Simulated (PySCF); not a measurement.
A GIAO shielding run with PySCF 2.14 (density fitting, non-relativistic, gas phase) on `C=CC[C@H](C#N)O[SiH2][SiH3]`, C5H11NOSi2:

```
$ OMP_NUM_THREADS=1 python probes_run.py task.json out

{"job": {"kind": "nmr", "xc": "PBE0", "basis": "pcSseg-1"}, "charge": 0, "multiplicity": 1}
C     -3.064820     1.183895    -0.715452
C     -1.863988     1.058001    -0.183973
C     -1.561490     0.212866     1.012231
C     -0.576301    -0.910837     0.631199
C     -0.508911    -1.887512     1.702973
N     -0.433106    -2.644473     2.555870
O      0.692519    -0.371192     0.399968
Si     1.806644    -0.846983    -0.691505
Si     3.409973     0.754427    -0.335958
H     -3.926101     0.691645    -0.293289
H     -3.242535     1.793146    -1.584897
H     -1.008969     1.557794    -0.619248
H     -1.086584     0.815859     1.790680
H     -2.475591    -0.230111     1.412253
H     -0.944158    -1.428983    -0.268318
H      1.155648    -0.874290    -2.015348
H      2.170106    -2.252120    -0.451029
H      4.535734     0.475314    -1.232900
H      2.969643     2.121685    -0.638559
H      3.947138     0.792549     1.027123
```

Hardware: 1 thread of an Arm Neoverse V1, shared host. The job also computes population analyses, field gradients.

(1) How large is the calculation?

(2) How long does it take, and how much memory does it need?

## Answers

(1) 84 electrons, 222 basis functions and 1192 auxiliary functions.

(2) 51 s of wall time, with 14 SCF cycles and 5 response iterations; peak memory 1 GiB. Times on a shared host scatter by some tens of per cent.
